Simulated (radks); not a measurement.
Results of a calculation; reference values are marked as such.
Spherical quantum dot in the effective-mass picture: electrons in a hard-walled sphere of radius 9.38, all in effective atomic units (hartree* = m*/eps^2 hartree, bohr* = eps/m* bohr), one dielectric constant everywhere. Level of theory: non-relativistic Kohn-Sham, LDA (Slater exchange, Perdew-Wang correlation), spin-polarised, spherical densities (a radial shooting solver with Libxc functionals). Levels are named by radial order and angular momentum (1s, 1p, 1d, 2s, ...), and open shells are averaged over m. Results are scaled to m* = 0.258 and eps = 14.6, for which hartree* = 32.94 meV and bohr* = 2.995 nm. At N = 6 the configuration is 1s2 1p(up 3, down 1). Does electron 7 go into 1d up or 1p down or 1d down?

Answer. Into 1p down. The total energies of the other choices lie higher by 1.25 meV (1d up), 1.74 meV (1d down).
